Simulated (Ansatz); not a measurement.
`[TeH]C1=CCO1` and `BC1=CCO1` differ in one atom or group.

Ansatz, PBE0-D4/def2-TZVP geometries, multiplicity 1. 

Elements past krypton have def2 core potentials.

```csv
property,`[TeH]C1=CCO1`
size of the dipole moment (ωB97M-V/def2-TZVPP) / D,1.41
LUMO energy (B3LYP/def2-TZVPP) / eV,-1.08
HOMO energy (PBE/def2-TZVPP) / eV,-5.28
"ideal-gas entropy at 298 K and 1 bar (rigid rotor, harmonic PBE0-D4/def2-TZVP) / J/(mol·K)",332
LUMO energy (PBE0/def2-TZVPP) / eV,-0.84
HOMO–LUMO gap (PBE0/def2-TZVPP) / eV,5.50
```

**Question.** Give the same properties after the change, and the shifts. (Estimate.)

**Answer.** Computed: 
```tsv
property	`BC1=CCO1`	shift
size of the dipole moment (ωB97M-V/def2-TZVPP) / D	2.22	0.81
LUMO energy (B3LYP/def2-TZVPP) / eV	-2.48	-1.40
HOMO energy (PBE/def2-TZVPP) / eV	-5.88	-0.60
ideal-gas entropy at 298 K and 1 bar (rigid rotor, harmonic PBE0-D4/def2-TZVP) / J/(mol·K)	295	-37
LUMO energy (PBE0/def2-TZVPP) / eV	-2.29	-1.45
HOMO–LUMO gap (PBE0/def2-TZVPP) / eV	4.77	-0.73
```

With PBE0 the HOMO falls by 0.71 eV and the LUMO falls by 1.45 eV, so the gap narrows by about 0.74 eV. PBE moves the HOMO by -0.60 eV and ωB97M-V by -0.82 eV. The zero-point energy changes by 37.6 kJ/mol with +3 modes. Dipoles are sizes alone; their direction can turn.

B3LYP here is the variant with VWN-RPA as its local correlation; programs differ in this.

Spin–orbit coupling is left out; it splits and shifts lone-pair levels of the heavy atoms by tenths of an eV.
